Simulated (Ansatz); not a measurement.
C$_{2}$H$_{9}$BSi (`CB[SiH2]C`). Total charge 0; spin multiplicity 1. Geometry: relaxed with PBE0-D4/def2-TZVP. It is one conformer, not always the lowest.

```xyz
13

C    -1.943    0.447   -0.090
B    -1.087   -0.752    0.399
Si    0.929   -0.827    0.334
C     1.758    0.714   -0.352
H    -2.890    0.575    0.441
H    -1.429    1.406   -0.179
H    -2.227    0.152   -1.116
H    -1.662   -1.732    0.793
H     1.346   -2.016   -0.473
H     1.421   -1.077    1.725
H     1.498    1.592    0.246
H     2.845    0.615   -0.348
H     1.440    0.903   -1.380
```

Question: What is the dipole moment at B3LYP/def2-TZVPP? (Estimate.)

Answer: The calculation gave: 1.30 D, with components (-0.58, 1.04, -0.54) D in this frame, pointing from negative to positive charge.

Question: And with PBE, r2SCAN, ωB97M-V? (An estimate is asked.)

Answer: Computed: PBE 1.37 D, r2SCAN 1.37 D, ωB97M-V 1.33 D.

Question: Give the Mulliken charges with B3LYP, r2SCAN, PBE in def2-TZVPP. (An estimate is asked.)

Answer: The calculation gave: 
| atom | B3LYP | r2SCAN | PBE |
| --- | --- | --- | --- |
| C1 | -0.28 | -0.21 | -0.30 |
| B2 | 0.04 | 0.05 | 0.05 |
| Si3 | 0.19 | 0.23 | 0.13 |
| C4 | -0.40 | -0.31 | -0.38 |
| H5 | 0.11 | 0.08 | 0.11 |
| H6 | 0.10 | 0.06 | 0.10 |
| H7 | 0.09 | 0.07 | 0.10 |
| H8 | 0.03 | 0.00 | 0.02 |
| H9 | -0.09 | -0.09 | -0.07 |
| H10 | -0.09 | -0.09 | -0.07 |
| H11 | 0.10 | 0.07 | 0.10 |
| H12 | 0.10 | 0.08 | 0.11 |
| H13 | 0.10 | 0.07 | 0.10 |

B3LYP here is the variant with VWN-RPA as its local correlation; programs differ in this.
